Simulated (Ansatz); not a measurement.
Cyclohexanone, relaxed with RKS PBE0-D4/def2-TZVP in the Gaussian-basis code of Ansatz from a PBE-D4/def2-SVP geometry. The force threshold is 0.005 eV/Å; the program also tests the step.

The species carries charge 0 and has multiplicity 1.

Start:

```xyz
17

O    -2.605    0.152    0.847
C    -1.525   -0.084    0.328
C    -1.043    0.633   -0.930
C     0.406    1.140   -0.796
C     1.355    0.027   -0.337
C     0.884   -0.590    0.985
C    -0.557   -1.126    0.880
H    -1.758    1.446   -1.164
H    -1.092   -0.106   -1.763
H     0.744    1.575   -1.760
H     0.431    1.970   -0.055
H     2.387    0.421   -0.231
H     1.403   -0.765   -1.120
H     1.566   -1.404    1.307
H     0.924    0.184    1.784
H    -0.949   -1.486    1.851
H    -0.572   -1.988    0.173
```

```csv
step,energy (eV),largest force (eV/Å),largest move (Å)
1,-8426.0124,1.073,0.000
2,-8426.0812,0.148,0.031
3,-8426.0866,0.139,0.011
4,-8426.0868,0.076,0.011
5,-8426.0870,0.014,0.004
6,-8426.0870,0.008,0.002
7,-8426.0871,0.035,0.014
8,-8426.0872,0.031,0.007
9 (rejected),-8425.3169,10.140,0.128
10,-8426.0872,0.010,0.005
11,-8426.0872,0.008,0.002
12,-8426.0872,0.000,0.001
```

End:

```xyz
17

O    -2.552    0.180    0.860
C    -1.502   -0.079    0.326
C    -1.036    0.621   -0.927
C     0.399    1.131   -0.788
C     1.342    0.028   -0.333
C     0.873   -0.585    0.978
C    -0.554   -1.122    0.867
H    -1.739    1.421   -1.162
H    -1.076   -0.112   -1.744
H     0.732    1.557   -1.738
H     0.419    1.948   -0.057
H     2.356    0.421   -0.222
H     1.390   -0.752   -1.104
H     1.545   -1.388    1.292
H     0.908    0.176    1.766
H    -0.939   -1.480    1.823
H    -0.564   -1.966    0.164
```

Run time 45 s (2 threads of an AMD EPYC 7R13 on a shared host and a share of an NVIDIA H100 80 GB); peak host memory 0.9 GiB.
